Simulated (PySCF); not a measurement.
## M06-L on C⁺ (carbon, charge +1)

Configuration: [He] 2s2 2p1, 2P determinant. Computed with PySCF 2.14 in def2-SVP (3s2p1d, 14 functions), with the non-relativistic Hamiltonian (point nucleus).

```json
{
  "Total energy": "-37.3799 hartree",
  "One-electron energy": "-47.5491 hartree",
  "Hartree (Coulomb) energy": "15.0467 hartree",
  "Exchange-correlation energy": "-4.8775 hartree",
  "Kinetic energy": "37.35484 hartree",
  "⟨S²⟩": "0.7529",
  "⟨L²⟩": "2.006",
  "Sum of ⟨r⟩": "4.950 bohr",
  "Sum of ⟨r²⟩": "8.040 bohr²",
  "Traceless quadrupole moment −½Σ⟨3z² − r²⟩ along its main axis": "-1.05 e·bohr²",
  "Density at the nucleus (Gaussians lack the cusp)": "116 bohr⁻³",
  "Spin density at the nucleus": "0.160 bohr⁻³",
  "Langevin diamagnetic susceptibility": "-6.37 ×10⁻⁶ cm³/mol",
  "Time after the integrals": "0.18 s of wall time on 1 thread of Neoverse-N1 (shared host)"
}
```

```json
{"shell": "1s α", "electrons": "1", "mean orbital energy (eV)": "-292.06", "rms radius, mean of both spins (bohr)": "0.313"}
{"shell": "1s β", "electrons": "1", "mean orbital energy (eV)": "-291.47", "rms radius, mean of both spins (bohr)": "0.313"}
{"shell": "2s α", "electrons": "1", "mean orbital energy (eV)": "-26.213", "rms radius, mean of both spins (bohr)": "1.61"}
{"shell": "2s β", "electrons": "1", "mean orbital energy (eV)": "-24.603", "rms radius, mean of both spins (bohr)": "1.61"}
{"shell": "2p α", "electrons": "1", "mean orbital energy (eV)": "-18.467", "rms radius, mean of both spins (bohr)": "1.62"}
```
